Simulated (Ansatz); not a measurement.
Kohn–Sham single points on `C#C[SiH2]C(=O)O`.

```yaml
crystal:
  periodic: [false, false, false]
  atoms:
    - {symbol: C, position_ang: [0.655148, -2.470328, -0.794577]}
    - {symbol: C, position_ang: [0.214887, -1.569699, -0.124926]}
    - {symbol: Si, position_ang: [-0.447354, -0.209716, 0.879975]}
    - {symbol: C, position_ang: [-0.164758, 1.509530, 0.071906]}
    - {symbol: O, position_ang: [-0.547057, 2.512657, 0.614580]}
    - {symbol: O, position_ang: [0.470852, 1.515102, -1.107263]}
    - {symbol: H, position_ang: [1.045648, -3.264997, -1.388543]}
    - {symbol: H, position_ang: [-1.910984, -0.353094, 1.044400]}
    - {symbol: H, position_ang: [0.226770, -0.163203, 2.196491]}
    - {symbol: H, position_ang: [0.540147, 2.442347, -1.389143]}
basis:
  gaussian: {orbitals: def2-TZVPP}
hamiltonian: {xc: {name: CAM-B3LYP}, dispersion: d4}
output: {orbitals: {seedname: orbitals}}
```

```sh
$ ansatz run in.yaml --threads 4 --pin off --events-out ev --progress --plain --max-ram 10444MiB
```

It prints (some lines left out):

```
Functional definition: CAM-B3LYP
1369 factors; their error is unknown
324 factors; integrals over basis functions are off by at most 1.4e-5 eV
mean field evaluation 1: about -15138.7838 eV, gradient 6.6e1 eV
mean field evaluation 2: about -15136.2807 eV, gradient 7.9e1 eV
mean field evaluation 4: about -15146.6000 eV, gradient 4.8e0 eV
mean field evaluation 8: about -15146.6384 eV, gradient 2.5e-1 eV
mean field evaluation 16: about -15146.6586 eV, gradient 1.8e-4 eV
mean field -15146.65864966 eV, -556.6294386010 hartree, gradient 4.4e-5 eV, S^2 0.000000; 0 other end points of the search recorded, 0 dependent functions left out
reference -15146.65878663 eV, -556.6294436347 hartree; 26, 26 occupied and 227, 227 virtual orbitals, 1369 factors
Total energy: -15146.84503084 eV, -556.6362879832 hartree
```

Hardware: 4 threads of an Oxide Virtual Turin-like on a shared host. Wall time 4 s, peak host memory 0.69 GiB.

Changing it to `hamiltonian: {xc: {name: revPBE}, dispersion: d4}` (abridged; 1.8 s):

```
Functional definition: revPBE
mean field evaluation 16: about -15145.7880 eV, gradient 1.5e-3 eV
mean field -15145.78795294 eV, -556.5974410867 hartree, gradient 4.0e-5 eV, S^2 0.000000
Total energy: -15146.43815227 eV, -556.6213354713 hartree
```

With the line `hamiltonian: {xc: pbe, dispersion: d4}` and forces (abridged; 2.5 s):

```
Functional definition: PBE
mean field evaluation 16: about -15137.1583 eV, gradient 1.6e-3 eV
mean field -15137.15825670 eV, -556.2803055994 hartree, gradient 2.1e-5 eV, S^2 0.000000
Total energy: -15137.37410023 eV, -556.2882377028 hartree
Atom 0 force     0.349407    -0.709190    -0.530576 eV/Å
Atom 1 force    -0.391444     0.740846     0.604118 eV/Å
Atom 2 force     0.058812    -0.079761    -0.096104 eV/Å
Atom 3 force     0.045525    -0.716772     0.033708 eV/Å
Atom 4 force    -0.425341     1.008936     0.621916 eV/Å
Atom 5 force     0.353431    -0.570298    -0.560610 eV/Å
Atom 6 force     0.078416    -0.155124    -0.120731 eV/Å
Atom 7 force    -0.166990    -0.009452     0.030981 eV/Å
Atom 8 force     0.065958     0.011284     0.156317 eV/Å
Atom 9 force     0.032225     0.479532    -0.139017 eV/Å
Dipole moment:     0.172150    -0.233760    -0.280646 e Å
```

With the line `hamiltonian: {xc: {name: B97M-V}}` (abridged; 6 s):

```
Functional definition: B97M-V
mean field evaluation 16: about -15146.3006 eV, gradient 1.6e-3 eV
mean field -15146.30059858 eV, -556.6162804666 hartree, gradient 2.8e-5 eV, S^2 0.000000
Total energy: -15146.30066221 eV, -556.6162828047 hartree
```

Changing it to `hamiltonian: {xc: {name: PBE-QIDH}}` (abridged; 5.5 s):

```
Functional definition: PBE-QIDH
mean field evaluation 16: about -15123.7482 eV, gradient 7.9e-4 eV
mean field -15123.74824695 eV, -555.7874968308 hartree, gradient 5.2e-6 eV, S^2 0.000000
10 core orbitals not correlated: weight in the atoms' cores, before any rotation towards them, 1.000 or more for the frozen orbitals, at most 0.000 for the correlated occupied ones
second order -31.97626711 eV of doubles, -0.00000000 eV of singles
Total energy: -15134.40701604 eV, -556.1791993701 hartree
```

With the line `hamiltonian: {xc: hse06, dispersion: d4}` (abridged; 2.8 s):

```
Functional definition: HSE06
mean field evaluation 16: about -15137.3510 eV, gradient 3.3e-5 eV
mean field -15137.35104141 eV, -556.2873903067 hartree, gradient 3.3e-5 eV, S^2 0.000000
Total energy: -15137.52199324 eV, -556.2936726706 hartree
```

HSE06 is the plane-wave form, built on full-range PBE exchange.
